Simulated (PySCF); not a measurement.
Run record for 1,1,1,3-tetrafluoropropane, `FCCC(F)(F)F`: LC-wPBE/cc-pVDZ, grid level 1, damping 0.2 at the start, DIIS from the seventh cycle, TDA, 3 singlets.

Method: TDA LC-wPBE/cc-pVDZ, vertical, gas phase, core orbitals frozen in the response (PySCF 2.14.0, density-fitted response routines). Geometry: GFN2-xTB. The input is one job of a driver script: a line of settings, then coordinates in Å.

Command:
```bash
OMP_NUM_THREADS=1 python probes_run.py task.json out
```

Input:
```
{"job": {"kind": "uv", "xc": "LC-wPBE", "basis": "cc-pVDZ", "nstates": 3, "ntriplets": 5, "tda": true, "scf": {"damp": 0.2}, "grid": 1}, "charge": 0, "multiplicity": 1}
F      2.414174    -0.272810    -0.113232
C      1.223254     0.378041     0.052759
C      0.076910    -0.614196    -0.134675
C     -1.259652     0.075814     0.040101
F     -1.396342     0.620382     1.258347
F     -2.284773    -0.769778    -0.120223
F     -1.438737     1.070408    -0.841955
H      1.185268     1.177634    -0.694247
H      1.224563     0.801070     1.062622
H      0.112370    -1.046274    -1.136822
H      0.148390    -1.417620     0.601363
```

Output:
```
damping 0.20 in the first 6 cycles
final grid: 46632 points
cycle   1  E = -515.6113644130  dE =  1.252e+00  |g| = 1.124e+00  |ddm| = 5.452e+00
cycle   2  E = -515.7570519859  dE = -1.457e-01  |g| = 7.419e-01  |ddm| = 2.339e+00
cycle   3  E = -515.8074415014  dE = -5.039e-02  |g| = 4.747e-01  |ddm| = 1.377e+00
cycle   4  E = -515.8279782973  dE = -2.054e-02  |g| = 3.104e-01  |ddm| = 8.945e-01
cycle   5  E = -515.8365247292  dE = -8.546e-03  |g| = 2.002e-01  |ddm| = 5.698e-01
cycle   6  E = -515.8357071076  dE =  8.176e-04  |g| = 2.136e-01  |ddm| = 4.635e-01
cycle   7  E = -515.8349637029  dE =  7.434e-04  |g| = 2.245e-01  |ddm| = 4.893e-01
cycle   8  E = -515.8426433057  dE = -7.680e-03  |g| = 1.801e-03  |ddm| = 2.505e-01
cycle   9  E = -515.8426437680  dE = -4.623e-07  |g| = 7.598e-04  |ddm| = 3.065e-03
cycle  10  E = -515.8426438645  dE = -9.648e-08  |g| = 1.057e-04  |ddm| = 9.563e-04
cycle  11  E = -515.8426438674  dE = -2.955e-09  |g| = 2.795e-05  |ddm| = 2.225e-04
cycle  12  E = -515.8426438678  dE = -3.247e-10  |g| = 1.077e-05  |ddm| = 8.224e-05
converged SCF energy = -515.8426438678

Static polarisability (au): isotropic 32.384, principal 30.927 31.585 34.639

Singlet excitations
state   eV       nm        f      main configurations
  1  10.5621    117.4   0.03895   H->L+1 0.68, H->L 0.14, H->L+3 0.13
  2  10.7896    114.9   0.01331   H-1->L+1 0.67, H-1->L+3 0.17
  3  11.1975    110.7   0.00724   H->L 0.74, H->L+3 0.15

Triplet excitations (Tamm-Dancoff, eV): 9.7661 10.0124 10.4419 10.6474 11.0477
```

H and L stand for HOMO and LUMO; the number after each pair is its weight.

Q: How does the lowest singlet excitation compare with the HOMO–LUMO gap?

A: HOMO -12.49 eV and LUMO 4.40 eV give a gap of 16.89 eV; S1 at 10.56 eV lies 6.33 eV below it.

Q: Which computed singlet has the largest oscillator strength, and what do all of them sum to?

A: State 1 at 10.56 eV (117 nm), f = 0.039; the 3 states sum to 0.059.

In short: SCF converged in 12 cycles with 118 basis and 652 fitting functions; HOMO -12.49 eV, LUMO 4.40 eV; lowest singlet 10.56 eV; lowest triplet 9.77 eV (Tamm–Dancoff); mean polarisability 32.4 au.

Q: How long does this job take on Arm Neoverse V2, one thread, shared host with 96 logical CPUs at a one-minute load of 10? And the peak memory of the process?

A: About 11 s, with 0.47 GiB resident at the peak, the Python interpreter and its libraries included.

Shape of the structure used: `[F:1][CH2:2][CH2:3][C:4]([F:5])([F:6])[F:7]`: F1–C2–C3–C4 180°, C2–C3–C4–F5 -60°.

One conformer stands for the species.
